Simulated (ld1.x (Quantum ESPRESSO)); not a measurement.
**What one change does to a pseudopotential (gallium (Ga), TM)**

gallium (Ga), norm-conserving Troullier–Martins (Kleinman–Bylander form), made with ld1.x (Quantum ESPRESSO) 7.5 (LDA (PZ), scalar-relativistic). Core [Ar] 3d10, reference 4s1 4p0 (charge +2). Waves: 4s (bound): rc 1.85 bohr; 4p (bound, empty): rc 1.80 bohr. Local part: the p channel. Core correction: none.

Change: wave 4p (bound): rc 1.80 bohr becomes 4p (bound): rc 1.12 bohr.

Cutoffs: the cutoffs (Ry, on a coarse ladder) from which the occupation-weighted sum of valence levels, in a spherical-Bessel basis at the reference potential, stays within 10 and 1 mRy of its value at 400 Ry; they do not see the model core or the augmentation charge, which bear on the density cutoff. Errors are all-electron minus pseudo energies relative to the spin-unpolarised reference configuration.

What does the change do?

The potential gets neither clearly harder nor softer (12 Ry and 35 Ry → 12 Ry and 35 Ry); the bound ghosts move from s to p, s; the number of tests that count goes from 9 to 8; of the 8 tests that both files solve, the error grows in 6 and shrinks in 0 by more than 15 % and 0.3 meV (median size 218.3 → 324.5 meV); the range in which the s phases agree narrows (upper end 3.3 → 1.5); the range in which the p phases agree narrows (upper end 3.8 → -1.2). That the errors move this way runs against the usual rule that smaller radii transfer better.

| quantity | base | changed |
| --- | --- | --- |
| cutoff, loose | 12 Ry | 12 Ry |
| cutoff, tight | 35 Ry | 35 Ry |
| bound ghosts | s | s, p (extra level of the local part) |
| tests counted (converged, no solver errors) | 9 of 9 | 8 of 9 |
| error for 4s2 4p1, meV [ΔE -27.39 eV] | +238 | +311 |
| error for 4s2 4p0, meV [ΔE -21.50 eV] | +146 | +158 |
| error for 4s2 4p0.5, meV [ΔE -25.27 eV] | +199 | +241 |
| error for 4s2 4p1.3, meV [ΔE -27.97 eV] | +252 | +339 |
| error for 4s1 4p2, meV [ΔE -20.78 eV] | +171 | +497 |
| error for 4s1 4p1, meV [ΔE -14.05 eV] | +78 | +587 |
| error for 4s1 4p0 (spin-polarised), meV [ΔE -0.31 eV] | +316 | +316 |
| error for 4s2 4p1 (spin-polarised), meV [ΔE -27.53 eV] | +256 | +333 |
| s: phases at 2.01 bohr within 0.05 rad from the reference energy up to (Ry; the scan ends near 5) | 3.3 | 1.5 |
| p: phases at 2.01 bohr within 0.05 rad from the reference energy up to (Ry; the scan ends near 5) | 3.8 | -1.2 |

Changed file: The cutoffs count occupied waves only; the empty 4p level needs 120 Ry at the loose tolerance. Tests not counted: 4s0 4p3 (solver errors, printed error -40.2 eV). A true bound ghost makes a file unfit for plane-wave use even where its test errors are small: the radial tests pick states by their node count and pass the ghost by. Where a test does run into it, the solver fails or the error is huge.
